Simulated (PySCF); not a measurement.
PySCF job for HgCl, SMILES [Cl][Hg] (connectivity only; charge and spin as stated), neutral, multiplicity 2, PBE0-D3(BJ)/def2-TZVPD. Coordinates come from a PBE0-D3(BJ)/def2-TZVPD optimisation. The multiplicity is an assumed one; other spin states were not compared. The def2 effective core potentials stand for the cores of Hg; spin–orbit coupling is left out.

```python
import numpy as np
from pyscf import gto, scf, dft
from pyscf.hessian import thermo

mol = gto.M(
    atom='''
    Hg    0.00000000    0.00000000   -0.42136328
    Cl    0.00000000    0.00000000    1.98288604
    ''',
    basis='def2-TZVPD',
    ecp={'Hg': 'def2-tzvp'},
    charge=0,
    spin=1,
    max_memory=1600,
    verbose=3,
)
mf = dft.UKS(mol, xc='pbe0').density_fit(auxbasis='def2-universal-jkfit')
mf.disp = 'd3bj'
mf.grids.level = 3
mf.conv_tol = 1e-11
mf.max_cycle = 100
mf.kernel()
fine, coarse = mf.grids, dft.Grids(mol).set(level=1).build(with_non0tab=True)
for _ in range(3):  # follow internal instabilities
    mf.grids = coarse
    mo, _, stable, _ = mf.stability(return_status=True, nroots=4)
    mf.grids = fine
    if stable:
        break
    mf.kernel(mf.make_rdm1(mo, mf.mo_occ))

# analytic Hessian; the response equations are solved on a coarser grid
h, args, fine = mf.Hessian(), (mf.mo_energy, mf.mo_coeff, mf.mo_occ), mf.grids
h1ao = h.make_h1(mf.mo_coeff, mf.mo_occ)
mf.grids = dft.Grids(mol).set(level=1).build(with_non0tab=True)
mo1, mo_e1 = h.solve_mo1(*args, h1ao)
mf.grids = fine
hess = h.hess_elec(*args, mo1, mo_e1, h1ao) + h.hess_nuc()
if mf.do_disp():
    hess += h.get_dispersion()
for i in range(mol.natm):  # the analytic DFT Hessian lacks the response of the grid: restore translational invariance
    hess[i, i] -= hess[i].sum(axis=0)
hess = (hess + hess.transpose(1, 0, 3, 2)) / 2
vib = thermo.harmonic_analysis(mol, hess, imaginary_freq=False)
thermo.dump_normal_mode(mol, vib)
th = thermo.thermo(mf, vib['freq_au'][vib['freq_au'] > 0], 298.15, 101325)
thermo.dump_thermo(mol, th)
g0 = mf.nuc_grad_method().set(verbose=0).kernel()

# dipole derivatives [dipole axis, atom, xyz] from the same response
r, irp = mol.intor('int1e_r'), mol.intor('int1e_irp').reshape(3, 3, mol.nao, mol.nao)
sl, dm0, ok = mol.aoslice_by_atom(), np.array(mf.make_rdm1()), []
dmu = np.einsum('a,xt->xat', mol.atom_charges(), np.eye(3))
for a, (_, _, p0, p1) in enumerate(sl):
    dmu[:, a] += 2 * np.einsum('xtij,ij->xt', irp[:, :, :, p0:p1], dm0.reshape(-1, mol.nao, mol.nao).sum(0)[:, p0:p1])
    for u, c, occ, f in zip(mo1, mf.mo_coeff, mf.mo_occ, (2, 2)):
        dmu[:, a] -= f * np.einsum('tui,xuv,vi->xt', u[a], r, c[:, occ > 0], optimize=True)
L = vib['norm_mode']
ir = 974.8801 * (np.einsum('xat,kat->kx', dmu, L) ** 2).sum(1)       # km/mol
apt = np.einsum('xax->a', dmu) / 3
print('mode   freq/cm-1   IR/(km/mol)')
for k, w in enumerate(vib['freq_wavenumber']):
    print(f'{k + 1:4d} {w:11.2f} {ir[k]:13.3f}')
print('max |gradient| / (hartree/bohr):', abs(g0).max())
print('APT charges:', apt.round(4))
```

Output:

```

WARN: HOMO -0.645542547439385 >= LUMO -0.645542547439397


WARN: HOMO 0.0445336841118049 >= LUMO 0.0446094945800322

converged SCF energy = -613.555437081747  <S^2> = 0.75614086  2S+1 = 2.0061315
<class 'pyscf.df.df_jk.DFUKS'> wavefunction is stable in the internal stability analysis

WARN: DFTD3 does not support analytical Hessian, using finite difference


WARN: Mole.unit (angstrom) is changed to Bohr

Mode                                 0
Irrep
Freq [cm^-1]                      266.5010
Reduced mass [au]                  40.4516
Force const [Dyne/A]                1.6927
Char temp [K]                     383.4356
Normal mode                   x     y     z
       0  Hg                 0.00  0.00 -0.03
       1  Cl                 0.00  0.00  0.15
temperature 298.1500 [K]
pressure 101325.00 [Pa]
Rotational constants [GHz] inf 2.90214 2.90214
Symmetry number 1
Zero-point energy (ZPE) 0.00061 [Eh]   1594.030 [J/mol]
                           tot       elec      trans        rot        vib
Entropy [J/mol/K]       261.504      5.763    176.891     72.077      6.773
Cv [J/mol/K]             28.044      0.000     12.472      8.314      7.257
Cp [J/mol/K]             36.358      0.000     20.786      8.314      7.257
Internal energy [J/mol]                      3718.434   2478.956   2811.561
Internal energy [Eh]   -613.55201  -613.55544
Enthalpy [J/mol]                             6197.391   2478.956   2811.561
Enthalpy [Eh]          -613.55106
Gibbs free energy [J/mol]                  -46542.738 -19010.772    792.182
Gibbs free energy [Eh] -613.58076
mode   freq/cm-1   IR/(km/mol)
   1      266.50        15.278
max |gradient| / (hartree/bohr): 6.565586070380871e-06
APT charges: [ 0.4033 -0.4033]
```

Self-consistency was reached.
